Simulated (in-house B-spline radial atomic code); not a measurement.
Ir⁵⁺: [Kr] 4d10 4f14 5s2 (5p1/2)2 (5p3/2)3 (5d5/2)4 7s1 (an excited or competing configuration)

All numbers are computed (Dirac-Hartree-Fock, average of the jj configuration; Fermi nucleus of rms radius 5.4032 fm) with a radial B-spline atomic code at the basis-set limit, not measured.

Z_r = [3n² - l(l+1)]/(2<r>); Z_e = n√(-2ε); the last column is Slater's effective charge. Values are occupation-weighted means over j. An effective charge above Z reflects the relativistic contraction of the inner shells.

| shell | electrons | ε (eV) | <r> (bohr) | Z_r | Z_e | Slater |
| --- | --- | --- | --- | --- | --- | --- |
| 1s | 2 | -76689 | 0.01744 | 86.01 | 75.08 | 76.70 |
| 2s | 2 | -13622 | 0.07292 | 82.28 | 63.28 | 72.85 |
| 2p | 6 | -11938 | 0.06576 | 76.03 | 59.24 | 72.85 |
| 3s | 2 | -3311.3 | 0.1895 | 71.23 | 46.80 | 65.75 |
| 3p | 6 | -2803.5 | 0.1901 | 65.76 | 43.06 | 65.75 |
| 3d | 10 | -2197.8 | 0.1734 | 60.57 | 38.13 | 55.85 |
| 4s | 2 | -802.57 | 0.4233 | 56.70 | 30.72 | 49.25 |
| 4p | 6 | -631.38 | 0.4488 | 51.25 | 27.25 | 49.25 |
| 4d | 10 | -406.82 | 0.4779 | 43.94 | 21.87 | 37.85 |
| 5s | 2 | -188.35 | 0.9707 | 38.63 | 18.60 | 19.70 |
| 4f | 14 | -160 | 0.5265 | 34.19 | 13.72 | 26.45 |
| 5p | 5 | -140.89 | 1.086 | 33.61 | 16.09 | 19.70 |
| 5d | 4 | -79.878 | 1.394 | 24.76 | 12.11 | 8.95 |
| 7s | 1 | -31.633 | 3.949 | 18.61 | 10.67 | 6.00 |

The least bound orbital is 7s1/2 at -31.63 eV, and it is also the most diffuse (<r> = 3.949 bohr).

For the 1s electron the small component carries 8.5 % of the norm, the zero-frequency Breit interaction raises the level by 277.8 eV, self-energy by 176 eV, and vacuum polarisation lowers it by 34.82 eV.
